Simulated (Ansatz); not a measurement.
C₇H₆O₂ (`O=C(O)c1ccccc1`) from Hartree–Fock to CCSD(T)

Z-matrix (Å, degrees):
```
C
O 1 1.345
C 1 1.480 2 113.1
O 1 1.204 2 122.1 3 180.0
H 2 0.967 1 106.0 3 -180.0
C 3 1.392 1 122.1 2 0.0
C 3 1.392 1 117.9 2 -180.0
C 6 1.385 3 119.8 1 180.0
H 6 1.082 3 119.6 1 -0.0
C 7 1.383 3 120.0 1 -180.0
H 7 1.083 3 118.6 1 0.0
C 8 1.388 6 120.1 3 0.0
H 8 1.084 6 119.9 3 -180.0
H 10 1.084 7 120.0 3 -180.0
H 12 1.084 8 119.9 6 180.0
```

Charge 0, multiplicity 1. The structure was optimised at the PBE0-D4/def2-TZVP level. It is one conformer, not always the lowest. Frozen core, restricted reference, the Gaussian-basis code of Ansatz. CBS rows extrapolate triple and quadruple zeta; past MP2 they add the triple-zeta difference.

```csv
basis,HF (Eh),MP2 corr.,CCSD corr.,(T),CCSD(T) total
def2-SVP,?,-1.25995,-1.30037,-0.05257,?
def2-TZVPP,-418.48916,?,-1.57030,?,?
def2-QZVPP,-418.50672,-1.65946,–,–,–
CBS(def2),-418.50913,-1.73897,?,as TZ,?
```

(1) Fill in the withheld values. (Estimate.)

Answers

(1) Ansatz gave: def2-SVP HF (Eh): -418.01313; def2-SVP CCSD(T) total: -419.36607; def2-TZVPP MP2 corr.: -1.55213; def2-TZVPP (T): -0.07952; def2-TZVPP CCSD(T) total: -420.13898; CBS(def2) CCSD corr.: -1.75714; CBS(def2) CCSD(T) total: -420.34579.
